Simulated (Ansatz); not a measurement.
H₆AlO₂Si₂, charge +1, singlet, at a GFN2-xTB geometry (such geometries of metal compounds can be far from the true shape). Base run: Ansatz (a program for electronic structure) with CCSD/STO-3G.

Ansatz was given this input:
Ansatz 0.2 input:
```yaml
crystal:
  periodic: [false, false, false]
  atoms:
    - {symbol: Al, position_ang: [0.00000000, -0.00000000, -0.00000000]}
    - {symbol: O, position_ang: [-1.35076414, 0.16845009, 0.86244077]}
    - {symbol: Si, position_ang: [-2.81839043, 0.35147375, 1.79949611]}
    - {symbol: H, position_ang: [-2.60943543, -0.64800399, 2.84364877]}
    - {symbol: H, position_ang: [-3.83169504, 0.04015784, 0.79492213]}
    - {symbol: H, position_ang: [-2.71613638, 1.74982381, 2.20819395]}
    - {symbol: O, position_ang: [1.35076414, -0.16845009, -0.86244077]}
    - {symbol: Si, position_ang: [2.81839043, -0.35147375, -1.79949611]}
    - {symbol: H, position_ang: [2.37190485, -1.27348421, -2.84037077]}
    - {symbol: H, position_ang: [3.72579932, -0.89679443, -0.79346074]}
    - {symbol: H, position_ang: [3.05956268, 1.02830098, -2.21293335]}
basis:
  gaussian:
    orbitals: STO-3G
total_charge: 1
magnetization: {spin_polarized: false}
correlation: {method: ccsd}
```

The base run was repeated with changes; each row names its change, and settings that it needs were set with it.

```tsv
change	ΔE vs base (kcal/mol)	MP2 correlation (Eh)	CC correlation without the perturbative part (Eh)	basis functions
base	0.000	-0.19107	-0.23440	43
method = mp2	27.19	-0.19107	-	43
method = ccsd_t	-8.86	-0.19107	-0.23440	43
reference functional = pbe0	6.69	-	-0.25376	43
diis_vectors = 4	0.000	-0.19107	-0.23440	43
fitting = cc-pVTZ-JKFIT (mean field), cc-pVTZ-RIFIT (correlation)	-0.071	-0.19105	-0.23438	43
diis_vectors = 2	0.000	-0.19107	-0.23440	43
electrons = outside_noble_gas	0.000	-0.19107	-0.23440	43
method = bccd	2.52	-0.19107	-0.23039	43
method = bccd_t	-9.34	-0.19107	-0.23039	43
```
